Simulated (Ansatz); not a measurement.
Born–Oppenheimer molecular dynamics of C3H6BCl (11 atoms, charge 0, multiplicity 1). It starts from a relaxed structure.

Theory: RKS BHLYP/6-31G in Ansatz 0.2.0.

| Item | Value |
| --- | --- |
| ensemble | NVT, Nosé–Hoover chain |
| time step | 0.5 fs |
| steps asked | 250 |
| set temperature | 50 K |
| thermostat | time constant 100 fs, chain length 3 (defaults) |
| seed | 754369 |

First frame:

```xyz
11
Properties=species:S:1:pos:R:3
Cl -1.265 2.369 -0.134
C -1.253 0.468 -0.039
C 0.030 -0.099 -0.524
B 0.630 -1.386 0.103
C 1.299 -0.038 0.355
H -1.453 0.268 1.004
H -2.098 0.177 -0.644
H 0.200 0.061 -1.580
H 0.548 -2.541 0.287
H 1.207 0.427 1.328
H 2.221 0.237 -0.134
```

(1) How far do the bonds stretch over the last three quarters of this one trajectory? (Pairs bonded in most of those frames.)

## Answers

(1) 
| bond | mean (Å) | spread (Å) | shortest | longest |
| --- | --- | --- | --- | --- |
| Cl1–C2 | 1.903 | 0.009 | 1.89 | 1.92 |
| C2–C3 | 1.485 | 0.007 | 1.47 | 1.50 |
| C2–H6 | 1.081 | 0.002 | 1.08 | 1.09 |
| C2–H7 | 1.080 | 0.005 | 1.07 | 1.09 |
| C3–B4 | 1.552 | 0.009 | 1.54 | 1.57 |
| C3–C5 | 1.547 | 0.013 | 1.53 | 1.57 |
| C3–H8 | 1.083 | 0.016 | 1.06 | 1.11 |
| B4–C5 | 1.527 | 0.005 | 1.52 | 1.54 |
| B4–H9 | 1.173 | 0.010 | 1.16 | 1.19 |
| C5–H10 | 1.083 | 0.003 | 1.08 | 1.09 |
| C5–H11 | 1.080 | 0.007 | 1.07 | 1.09 |

Mean temperature of the second half: 29 K. The conserved energy stayed within 0.038 meV per atom of its start (net change 0.031 meV per atom), so the integration is sound. The mean temperature of the second half is 41 % below the set value. A run of 0.12 ps of so small a system gives no equilibrium averages. Limits of this set-up: no polarisation functions.

Run time: 12 min on 1 thread of Intel(R) Xeon(R) Platinum 8375C CPU @ 2.90GHz (Ice Lake), with other jobs on the host, peak memory 0.14 GiB.
